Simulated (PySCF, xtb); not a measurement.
CCl2, SMILES Cl[C]Cl (connectivity only; charge and spin as stated), neutral, multiplicity 1.

Harmonic wavenumbers (cm⁻¹) from GFN2-xTB (xtb 6.7.1) at its own minimum, in rising order: 332, 741, 783.

### Question
What does PySCF with PBE0-D3(BJ)/def2-TZVP give at its own minimum? (The exact figures need the calculation; the answer reports its results.)

### Answer
340, 740, 791. Paired by order, the mean absolute difference is 6 cm⁻¹ and the zero-point energies are 2.7 and 2.7 kcal/mol.
